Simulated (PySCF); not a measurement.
Compound: C6H10ClFO.
Atom-mapped SMILES: `[CH3:1][C@H:2]([F:3])[C:4]([CH3:5])([CH3:6])[C:7](=[O:8])[Cl:9]` (hydrogens: H10, H11, H12 on C1; H13 on C2; H14, H15, H16 on C5; H17, H18, H19 on C6)

The same species was optimised twice, with GFN2-xTB and with PBE0-D3(BJ)/def2-SVP (PySCF), and the same property calculations (PySCF, gas phase) were run on both structures.

| coordinate | GFN2-xTB | PBE0-D3(BJ)/def2-SVP | change |
| --- | --- | --- | --- |
| C7–Cl9 (Å) | 1.765 | 1.795 | +0.030 |
| C4–C7 (Å) | 1.506 | 1.519 | +0.013 |
| C1–C2 (Å) | 1.520 | 1.510 | -0.010 |
| C4–C6 (Å) | 1.539 | 1.537 | -0.002 |
| C7=O8 (Å) | 1.186 | 1.184 | -0.002 |
| C2–C4 (Å) | 1.548 | 1.546 | -0.002 |
| C4–C5 (Å) | 1.531 | 1.529 | -0.002 |
| C2–F3 (Å) | 1.384 | 1.384 | 0.000 |
| C1–C2–C4 (°) | 114.9 | 116.2 | +1.3 |
| C4–C7–O8 (°) | 127.8 | 127.0 | -0.8 |
| F3–C2–C4 (°) | 107.9 | 107.1 | -0.8 |
| C6–C4–C7 (°) | 106.4 | 107.1 | +0.7 |
| C2–C4–C7 (°) | 108.2 | 107.6 | -0.6 |
| O8–C7–Cl9 (°) | 119.0 | 119.5 | +0.5 |
| C4–C7–Cl9 (°) | 113.1 | 113.5 | +0.4 |
| C5–C4–C7 (°) | 112.2 | 112.0 | -0.2 |
| C1–C2–C4–C5 (°) | 56 | 53 | -3 |
| C2–C4–C7–O8 (°) | -12 | -10 | +2 |

Rotational constants: A = 2241, B = 950.4, C = 842.2 MHz (GFN2-xTB) against A = 2244, B = 937.6, C = 829.6 MHz (PBE0-D3(BJ)/def2-SVP). Point groups within 0.08 Å: C1 and C1.

On the GFN2-xTB structure: HOMO (eV) -8.53 [PBE0/pcSseg-1]; LUMO (eV) -1.17 [PBE0/pcSseg-1]; dipole (D) 1.44 [PBE0/pcSseg-1]; GIAO shielding of C1 (ppm) 168.9 [PBE0/pcSseg-1]; GIAO shielding of C2 (ppm) 91.7 [PBE0/pcSseg-1]; GIAO shielding of F3 (ppm) 393.0 [PBE0/pcSseg-1]; GIAO shielding of C4 (ppm) 129.8 [PBE0/pcSseg-1]; GIAO shielding of C5 (ppm) 166.9 [PBE0/pcSseg-1]; GIAO shielding of C6 (ppm) 159.1 [PBE0/pcSseg-1]; GIAO shielding of C7 (ppm) -4.6 [PBE0/pcSseg-1]; GIAO shielding of O8 (ppm) -252.1 [PBE0/pcSseg-1].

Problem. What do these properties become on the PBE0-D3(BJ)/def2-SVP structure?

Solution. 
```csv
property,level,on GFN2-xTB,on PBE0-D3(BJ)/def2-SVP,change
HOMO (eV),PBE0/pcSseg-1,-8.53,-8.56,-0.03
LUMO (eV),PBE0/pcSseg-1,-1.17,-1.20,-0.03
dipole (D),PBE0/pcSseg-1,1.44,1.46,+0.02
"energy, GFN2-xTB geometry as zero (kcal/mol)",PBE0/pcSseg-1,0.0,-0.8,-0.8
GIAO shielding of C1 (ppm),PBE0/pcSseg-1,168.9,167.4,-1.5
GIAO shielding of C2 (ppm),PBE0/pcSseg-1,91.7,92.0,+0.3
GIAO shielding of F3 (ppm),PBE0/pcSseg-1,393.0,389.7,-3.3
GIAO shielding of C4 (ppm),PBE0/pcSseg-1,129.8,128.2,-1.6
GIAO shielding of C5 (ppm),PBE0/pcSseg-1,166.9,165.4,-1.5
GIAO shielding of C6 (ppm),PBE0/pcSseg-1,159.1,157.9,-1.2
GIAO shielding of C7 (ppm),PBE0/pcSseg-1,-4.6,-5.0,-0.4
GIAO shielding of O8 (ppm),PBE0/pcSseg-1,-252.1,-249.4,+2.7
```

The heavy atoms differ by 0.039 Å rms after alignment. Among bonds between heavy atoms C7–Cl9 changes most (+0.030 Å). Changes are differences of the printed values. Neither structure is proved a minimum here.

Shape of the structure used: `[CH3:1][C@H:2]([F:3])[C:4]([CH3:5])([CH3:6])[C:7](=[O:8])[Cl:9]`: C1–C2–C4–C5 53°, C2–C4–C7–O8 -10°.
